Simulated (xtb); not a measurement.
Te(H)(Et) (C₂H₆Te), SMILES CC[TeH]. All values are semi-empirical tight-binding results from xtb (GFN2-xTB unless named), good for trends rather than for accurate numbers. Geometry: GFN2-xTB.

Optimised geometry:

Bonded distances (Å): Te1–H2 1.646, Te1–C3 2.171, C3–C4 1.512, C3–H5 1.086, C3–H6 1.086, C4–H7 1.088, C4–H8 1.088, C4–H9 1.090. Angles (°): H2–Te1–C3 92.0, Te1–C3–C4 113.3, Te1–C3–H5 108.4, Te1–C3–H6 105.4, C4–C3–H5 110.8, C4–C3–H6 110.7, H5–C3–H6 108.1, C3–C4–H7 110.9, C3–C4–H8 110.7, C3–C4–H9 110.3, H7–C4–H8 108.3, H7–C4–H9 108.3, H8–C4–H9 108.2.
Charge 0, spin multiplicity 1.

| Property | Value |
|---|---|
| orbital gap | 4.26 eV |
| zero-point energy | 44.3 kcal/mol |
| G − E(el) at 298.15 K (modified RRHO) | 26.1 kcal/mol |
| static polarisability (D4 model) | 66.6 bohr³ |
| solvation energy, GFN2-xTB/ALPB(water) | -1.0 kcal/mol |
| solvation energy, GFN2-xTB/ALPB(chcl3) | -4.1 kcal/mol |

Computed atomic charges and the Wiberg bond orders between heavy atoms:
charges (e) Te1 0.02, H2 0.02, C3 -0.07, C4 -0.10, H5 0.02, H6 0.01, H7 0.03, H8 0.03, H9 0.03. Bond orders Te1–C3 0.95, C3–C4 1.04.
